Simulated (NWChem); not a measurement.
System: C$_{3}$H$_{5}$Br; SMILES C/C=C\Br

```xyz
9

C     -0.8710     2.1878     0.0000
C      0.5455     1.7325     0.0000
C      1.0083     0.4818     0.0000
Br    -0.0746    -1.0609     0.0000
H     -1.5711     1.3415     0.0000
H     -1.0785     2.8132    -0.8839
H     -1.0785     2.8132     0.8839
H      1.3194     2.5106     0.0000
H      2.0731     0.2436     0.0000
```
Atoms are numbered in this order, from 1.

All runs: NWChem. Structure relaxed at the PBE0/def2-SVP level. Level: PBE0/def2-SVP with SMD (1 M gas to 1 M solution), gas-phase geometry.

**Question.** What does the run give for solvent n-hexane? Quantities: solvation free energy (kcal/mol); cavity-dispersion-structure term (kcal/mol); dipole in solution (D).

**Answer.** 
| Quantity | Result |
|---|---|
| solvation free energy (kcal/mol) | -3.8 |
| cavity-dispersion-structure term (kcal/mol) | -2.8 |
| dipole in solution (D) | 1.86 |
